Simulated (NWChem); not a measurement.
System: P$_{2}$H$_{3}$, doublet; SMILES [PH]P

NWChem input:

```
start job
memory heap 200 mb stack 900 mb global 1100 mb
geometry units angstroms
  P     -0.072652    -1.155214    -0.144790
  P     -0.014256     1.047162    -0.101654
  H      1.367007    -1.225262    -0.020366
  H      0.559747     1.255103     1.205044
  H     -1.373426     1.242830     0.326593
end
basis spherical
  * library sto-3g
end
dft
  odft
  mult 2
  xc pbe0
  iterations 150
end
driver
  maxiter 120
end
task dft optimize
task dft freq
```

Excerpt of the output:

```
             Northwest Computational Chemistry Package (NWChem) 7.3.0
             --------------------------------------------------------

 C1  symmetry detected

                             Geometry "geometry" -> ""
                             -------------------------

 Output coordinates in angstroms (scale by  1.889725989 to convert to a.u.)

  No.       Tag          Charge          X              Y              Z
 ---- ---------------- ---------- -------------- -------------- --------------
    1 P                   15.0000    -0.06243436    -1.14664268    -0.01533797
    2 P                   15.0000     0.00325290     1.05480592    -0.08633158
    3 H                    1.0000     1.37855389    -1.22244345    -0.11932447
    4 H                    1.0000     0.77898396     1.31879396     1.10056782
    5 H                    1.0000    -1.26981590     1.28120094     0.54379989

 Effective nuclear repulsion energy (a.u.)      79.7683272785

                                Z-matrix (autoz)
                                --------

 Units are Angstrom for bonds and degrees for angles

      Type          Name      I     J     K     L     M      Value
      ----------- --------  ----- ----- ----- ----- ----- ----------
    1 Stretch                  1     2                       2.20357
    2 Stretch                  1     3                       1.44672
    3 Stretch                  2     4                       1.44228
    4 Stretch                  2     5                       1.43841
    5 Bend                     1     2     4                99.92615
    6 Bend                     1     2     5                96.70424
    7 Bend                     2     1     3                91.16532
    8 Bend                     4     2     5                94.97444
    9 Torsion                  3     1     2     4         -61.46262
   10 Torsion                  3     1     2     5        -157.73216

                           NWChem Geometry Optimization
                           ----------------------------

 maximum gradient threshold         (gmax) =   0.000450
 rms gradient threshold             (grms) =   0.000300
 maximum cartesian step threshold   (xmax) =   0.001800
 rms cartesian step threshold       (xrms) =   0.001200
 fixed trust radius                (trust) =   0.300000
 source of zmatrix                         =   autoz

          -------------------
          Energy Minimization
          -------------------

 Using diagonal initial Hessian
 Scaling for Hessian diagonals: bonds = 1.00  angles = 0.25  torsions = 0.10

          --------
          Step   0

                                 NWChem DFT Module
                                 -----------------

 Summary of "ao basis" -> "ao basis" (spherical)
 ------------------------------------------------------------------------------
       Tag                 Description            Shells   Functions and Types
 ---------------- ------------------------------  ------  ---------------------
 P                           sto-3g                  5        9   3s2p
 H                           sto-3g                  1        1   1s

            General Information
            -------------------
          SCF calculation type: DFT
          Wavefunction type:  spin polarized.
          No. of atoms     :     5
          No. of electrons :    33
           Alpha electrons :    17
            Beta electrons :    16
          Charge           :     0
          Spin multiplicity:     2
          Use of symmetry is: off; symmetry adaption is: off
          Maximum number of iterations: 150
          AO basis - number of functions:    21
                     number of shells:    13
          Convergence on energy requested:  1.00D-06
          Convergence on density requested:  1.00D-05
          Convergence on gradient requested:  5.00D-04

              XC Information
              --------------
                         PBE0 Method XC Functional
                     Hartree-Fock (Exact) Exchange  0.250
          PerdewBurkeErnzerhof Exchange Functional  0.750
            Perdew 1991 LDA Correlation Functional  1.000 local
           PerdewBurkeErnz. Correlation Functional  1.000 non-local

             Grid Information
             ----------------
          Grid used for XC integration:  medium
          Radial quadrature: Mura-Knowles
          Angular quadrature: Lebedev.
          Tag              B.-S. Rad. Rad. Pts. Rad. Cut. Ang. Pts.
          ---              ---------- --------- --------- ---------
          P                   1.00       88           8.0       590
          H                   0.35       45          10.0       434
          Grid pruning is: on
          Number of quadrature shells:   311
          Spatial weights used:  Erf1

      Superposition of Atomic Density Guess
      -------------------------------------

 Sum of atomic energies:        -674.98736130

      Non-variational initial energy
      ------------------------------

 Total energy =    -674.578886
 1-e energy   =   -1102.518458
 2-e energy   =     348.171245
 HOMO         =       0.048579
 LUMO         =       0.358355

   convergence    iter        energy       DeltaE   RMS-Dens  Diis-err
 ---------------- ----- ----------------- --------- --------- ---------
 d= 0,ls=0.0,diis     1   -676.4638485495 -7.56D+02  6.96D-03  1.63D-02
                                                     9.17D-03  1.87D-02
 d= 0,ls=0.0,diis     2   -676.4689302176 -5.08D-03  5.62D-03  2.23D-03
                                                     5.17D-03  1.66D-03
 d= 0,ls=0.0,diis     3   -676.4698614291 -9.31D-04  1.89D-03  8.71D-04
                                                     2.71D-03  1.27D-03
 d= 0,ls=0.0,diis     4   -676.4709068905 -1.05D-03  3.50D-04  6.22D-06
                                                     3.72D-04  1.89D-06
 d= 0,ls=0.0,diis     5   -676.4709191944 -1.23D-05  1.46D-04  5.29D-07
                                                     1.29D-04  3.89D-07
  Resetting Diis
 d= 0,ls=0.0,diis     6   -676.4709206376 -1.44D-06  3.31D-05  2.84D-08
                                                     4.00D-05  3.42D-08
 d= 0,ls=0.0,diis     7   -676.4709207328 -9.52D-08  4.83D-06  1.53D-09
                                                     6.85D-06  2.06D-09

         Total DFT energy =     -676.470920732778
      One electron energy =    -1099.974218642486
           Coulomb energy =      391.280054882578
    Exchange-Corr. energy =      -47.545084251392
 Nuclear repulsion energy =       79.768327278522

 Numeric. integr. density =       32.999989432734

                    DFT Final Alpha Molecular Orbital Analysis
                    ------------------------------------------

 Vector   15  Occ=1.000000D+00  E=-2.293934D-01
              MO Center=  2.9D-02, -3.1D-01,  1.7D-02, r^2= 2.8D+00
   Bfn.  Coefficient  Atom+Function         Bfn.  Coefficient  Atom+Function
  ----- ------------  ---------------      ----- ------------  ---------------
     6      0.499033  1 P  s                 15     -0.427257  2 P  s
    18      0.415183  2 P  pz                 7     -0.371307  1 P  px
    19     -0.317763  3 H  s                  9      0.297909  1 P  pz
    20      0.284609  4 H  s                  8     -0.200306  1 P  py
    14     -0.148518  2 P  pz                 3      0.135151  1 P  px

 Vector   16  Occ=1.000000D+00  E=-1.638792D-01
              MO Center= -6.3D-02, -3.1D-01, -2.2D-01, r^2= 2.7D+00
   Bfn.  Coefficient  Atom+Function         Bfn.  Coefficient  Atom+Function
  ----- ------------  ---------------      ----- ------------  ---------------
     9      0.501665  1 P  pz                 8      0.458646  1 P  py
    17     -0.448244  2 P  py                18      0.319508  2 P  pz
     6     -0.301822  1 P  s                 15     -0.254254  2 P  s
     7      0.251206  1 P  px                 5     -0.164856  1 P  pz
     4     -0.157461  1 P  py                13      0.152619  2 P  py

 Vector   17  Occ=1.000000D+00  E=-1.112228D-01
              MO Center= -3.8D-03, -3.5D-01, -4.6D-02, r^2= 2.6D+00
   Bfn.  Coefficient  Atom+Function         Bfn.  Coefficient  Atom+Function
  ----- ------------  ---------------      ----- ------------  ---------------
     9      0.845848  1 P  pz                15      0.382805  2 P  s
    18     -0.356555  2 P  pz                 5     -0.274635  1 P  pz
    17      0.244288  2 P  py                20     -0.227126  4 H  s
     8     -0.171864  1 P  py                21     -0.152412  5 H  s
    14      0.122791  2 P  pz                16      0.097747  2 P  px

[...]

      ----------------------
      Optimization converged
      ----------------------

  Step       Energy      Delta E   Gmax     Grms     Xrms     Xmax
  ---- ---------------- -------- -------- -------- -------- --------
@    5    -676.47363685 -2.7D-08  0.00005  0.00002  0.00043  0.00100
                                     ok       ok       ok       ok

                                Z-matrix (autoz)
                                --------

 Units are Angstrom for bonds and degrees for angles

      Type          Name      I     J     K     L     M      Value     Gradient
      ----------- --------  ----- ----- ----- ----- ----- ---------- ----------
    1 Stretch                  1     2                       2.18001   -0.00005
    2 Stretch                  1     3                       1.41569   -0.00000
    3 Stretch                  2     4                       1.40858    0.00000
    4 Stretch                  2     5                       1.40565   -0.00000
    5 Bend                     1     2     4                95.67320    0.00001
    6 Bend                     1     2     5                94.95715    0.00000
    7 Bend                     2     1     3                91.77768   -0.00000
    8 Bend                     4     2     5                92.38514    0.00000
    9 Torsion                  3     1     2     4         -65.41596    0.00000
   10 Torsion                  3     1     2     5        -158.31606   -0.00000

                         Geometry "geometry" -> "geometry"
                         ---------------------------------

 Output coordinates in angstroms (scale by  1.889725989 to convert to a.u.)

  No.       Tag          Charge          X              Y              Z
 ---- ---------------- ---------- -------------- -------------- --------------
    1 P                   15.0000    -0.04741074    -1.10735978     0.02626601
    2 P                   15.0000     0.00858029     1.06792274    -0.10581295
    3 H                    1.0000     1.35717815    -1.19679446    -0.12639037
    4 H                    1.0000     0.73355935     1.26119181     1.08630596
    5 H                    1.0000    -1.22336656     1.26075437     0.54300505

 Effective nuclear repulsion energy (a.u.)      80.9874510132

                Final and change from initial internal coordinates
                --------------------------------------------------

                                Z-matrix (autoz)
                                --------

 Units are Angstrom for bonds and degrees for angles

      Type          Name      I     J     K     L     M      Value       Change
      ----------- --------  ----- ----- ----- ----- ----- ---------- ----------
    1 Stretch                  1     2                       2.18001   -0.02356
    2 Stretch                  1     3                       1.41569   -0.03103
    3 Stretch                  2     4                       1.40858   -0.03370
    4 Stretch                  2     5                       1.40565   -0.03276
    5 Bend                     1     2     4                95.67320   -4.25295
    6 Bend                     1     2     5                94.95715   -1.74709
    7 Bend                     2     1     3                91.77768    0.61236
    8 Bend                     4     2     5                92.38514   -2.58930
    9 Torsion                  3     1     2     4         -65.41596   -3.95334
   10 Torsion                  3     1     2     5        -158.31606   -0.58390

 ==============================================================================
                                internuclear distances
 ------------------------------------------------------------------------------
       center one      |      center two      | atomic units |  angstroms
 ------------------------------------------------------------------------------
    2 P                |   1 P                |     4.11962  |     2.18001
    3 H                |   1 P                |     2.67526  |     1.41569
    4 H                |   2 P                |     2.66183  |     1.40858
    5 H                |   2 P                |     2.65629  |     1.40565
 ------------------------------------------------------------------------------
                         number of included internuclear distances:          4
 ==============================================================================

[second-derivative integrals and response iterations left out]

  Vibrational analysis via the FX method

  See chapter 2 in "Molecular Vibrations" by Wilson, Decius and Cross

  Vib: Default input used

[...]

 Rotational Constants
 --------------------
 A=   2.921468 cm-1  (  4.203247 K)
 B=   0.211235 cm-1  (  0.303913 K)
 C=   0.205582 cm-1  (  0.295780 K)

 Temperature                      =   298.15K
 frequency scaling parameter      =   1.0000

 Zero-Point correction to Energy  =   19.031 kcal/mol  (  0.030328 au)
 Thermal correction to Energy     =   21.313 kcal/mol  (  0.033964 au)
 Thermal correction to Enthalpy   =   21.905 kcal/mol  (  0.034908 au)

 Total Entropy                    =   62.985 cal/mol-K
   - Translational                =   38.415 cal/mol-K (mol. weight =  64.9710)
   - Rotational                   =   22.059 cal/mol-K (symmetry #  =        1)
   - Vibrational                  =    2.511 cal/mol-K

 Cv (constant volume heat capacity) =   10.427 cal/mol-K
   - Translational                  =    2.979 cal/mol-K
   - Rotational                     =    2.979 cal/mol-K
   - Vibrational                    =    4.468 cal/mol-K

[normal modes left out]

 ----------------------------------------------------------------------------
 Normal Eigenvalue ||           Projected Infra Red Intensities
  Mode   [cm**-1]  || [atomic units] [(debye/angs)**2] [(KM/mol)] [arbitrary]
 ------ ---------- || -------------- ----------------- ---------- -----------
    1       -0.000 ||    0.002570           0.059         2.505       1.586
    2       -0.000 ||    0.000099           0.002         0.096       0.061
    3       -0.000 ||    0.000000           0.000         0.000       0.000
    4       -0.000 ||    0.000112           0.003         0.109       0.069
    5        0.000 ||    0.000085           0.002         0.083       0.052
    6        0.000 ||    0.000014           0.000         0.013       0.008
    7      280.438 ||    0.003693           0.085         3.600       2.280
    8      570.772 ||    0.004331           0.100         4.222       2.674
    9      807.470 ||    0.022529           0.520        21.962      13.907
   10      822.969 ||    0.020144           0.465        19.638      12.435
   11     1080.278 ||    0.005390           0.124         5.254       3.327
   12     1375.018 ||    0.037029           0.854        36.098      22.857
   13     2766.345 ||    0.061521           1.419        59.973      37.976
   14     2779.972 ||    0.035405           0.817        34.514      21.855
   15     2835.440 ||    0.050080           1.155        48.820      30.914
 ----------------------------------------------------------------------------
```

Level: PBE0/STO-3G, spin-unrestricted. No stability test was run on the SCF state.
